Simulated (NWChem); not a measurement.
System meant: C2H5BO3; SMILES C1OB(CO)O1

The following NWChem deck was run.

```
start job
memory heap 200 mb stack 900 mb global 1100 mb
geometry units angstroms noautoz
  O      0.411436    -2.313762    -0.161378
  C     -0.647179    -1.414404     0.069392
  B     -0.231466     0.090753    -0.002428
  O     -0.962021     1.267114    -0.015391
  C      0.314673     1.883160    -0.031340
  O      1.032453     0.658126    -0.018155
  H      1.186969    -1.990147     0.308142
  H     -1.157846    -1.599397     1.040857
  H     -1.424965    -1.604514    -0.691047
  H      0.502621     2.490727     0.869528
  H      0.492812     2.465256    -0.950661
end
basis spherical
  O library def2-svp
  C library def2-svp
  B library def2-svp
  H library def2-svp
end
dft
  odft
  mult 2
  xc pbe0
  iterations 150
  mulliken
end
task dft energy
```

End of the output:

```
 ==============================================================================
                                 internuclear angles
 ------------------------------------------------------------------------------
        center 1       |       center 2       |       center 3       |  degrees
 ------------------------------------------------------------------------------
    2 C                |   1 O                |   7 H                |   108.12
    1 O                |   2 C                |   3 B                |   114.05
    1 O                |   2 C                |   8 H                |   112.45
    1 O                |   2 C                |   9 H                |   107.86
    3 B                |   2 C                |   8 H                |   108.79
    3 B                |   2 C                |   9 H                |   108.75
    8 H                |   2 C                |   9 H                |   104.44
    2 C                |   3 B                |   4 O                |   132.69
    2 C                |   3 B                |   6 O                |   129.60
    4 O                |   3 B                |   6 O                |    97.66
    3 B                |   4 O                |   5 C                |    83.92
    4 O                |   5 C                |   6 O                |    94.60
    4 O                |   5 C                |  10 H                |   112.56
    4 O                |   5 C                |  11 H                |   112.60
    6 O                |   5 C                |  10 H                |   112.43
    6 O                |   5 C                |  11 H                |   112.43
   10 H                |   5 C                |  11 H                |   111.27
    3 B                |   6 O                |   5 C                |    83.81
 ------------------------------------------------------------------------------
                            number of included internuclear angles:         18
 ==============================================================================

 Summary of "ao basis" -> "" (spherical)
 ------------------------------------------------------------------------------
       Tag                 Description            Shells   Functions and Types
 ---------------- ------------------------------  ------  ---------------------
 O                          def2-svp                 6       14   3s2p1d
 C                          def2-svp                 6       14   3s2p1d
 B                          def2-svp                 6       14   3s2p1d
 H                          def2-svp                 3        5   2s1p

                                 NWChem DFT Module
                                 -----------------

 Summary of "ao basis" -> "ao basis" (spherical)
 ------------------------------------------------------------------------------
       Tag                 Description            Shells   Functions and Types
 ---------------- ------------------------------  ------  ---------------------
 O                          def2-svp                 6       14   3s2p1d
 C                          def2-svp                 6       14   3s2p1d
 B                          def2-svp                 6       14   3s2p1d
 H                          def2-svp                 3        5   2s1p

  number of electrons :                   46
  multiplicity        :                    2
 ------------------------------------------------------------------------
  no. of electrons and multiplicity not compatible                  46
 ------------------------------------------------------------------------
 ------------------------------------------------------------------------
  current input line :
    29: task dft energy
 ------------------------------------------------------------------------
 ------------------------------------------------------------------------
 There is an error in the input file
 ------------------------------------------------------------------------
 For more information see the NWChem manual at https://nwchemgit.github.io

0: no. of electrons and multiplicity not compatible:Received an Error in Communication
```

**Question.** Find the fault in this run and fix the input.

**Answer.** The input was rejected before any calculation. Cause: the multiplicity doesn't fit the number of electrons (an even count wants an odd multiplicity, and the reverse). This input runs:
```
start job
memory heap 200 mb stack 900 mb global 1100 mb
geometry units angstroms noautoz
  O      0.411436    -2.313762    -0.161378
  C     -0.647179    -1.414404     0.069392
  B     -0.231466     0.090753    -0.002428
  O     -0.962021     1.267114    -0.015391
  C      0.314673     1.883160    -0.031340
  O      1.032453     0.658126    -0.018155
  H      1.186969    -1.990147     0.308142
  H     -1.157846    -1.599397     1.040857
  H     -1.424965    -1.604514    -0.691047
  H      0.502621     2.490727     0.869528
  H      0.492812     2.465256    -0.950661
end
basis spherical
  O library def2-svp
  C library def2-svp
  B library def2-svp
  H library def2-svp
end
dft
  xc pbe0
  iterations 150
  mulliken
end
task dft energy
```
It converges to -329.18060 Ha (PBE0/def2-SVP).
